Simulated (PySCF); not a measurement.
CBr2, SMILES Br[C]Br (connectivity only; charge and spin as stated), neutral, multiplicity 1. Atoms are numbered in the order given.

```xyz
3

C      0.0000     0.0000     0.9975
Br     0.0000    -1.5598    -0.0855
Br     0.0000     1.5598    -0.0855
```
Charge 0, spin multiplicity 1.

The structure is a stationary point at B3LYP-D3(BJ)/def2-TZVP.

The numbers are results of SMD-ωB97X/6-31G* (PySCF), not measurements.

Solvation free energies are E(SMD) − E(gas) at the gas-phase geometry, for 1 M in both phases. Bromine has the revised SMD18 radius of 2.60 Å. In vacuum the dipole moment is 1.11 D.

Q: Estimate the solvation free energies in water, methanol, ethylethanoate. (Estimate from the structure and the level; the computed values follow.)

A: 
```csv
solvent,ΔG(solv) (kcal/mol),its non-electrostatic (CDS) part,dipole (D)
water,0.8,2.2,1.39
methanol,-1.8,-0.4,1.38
ethylethanoate,-2.0,-0.9,1.32
```
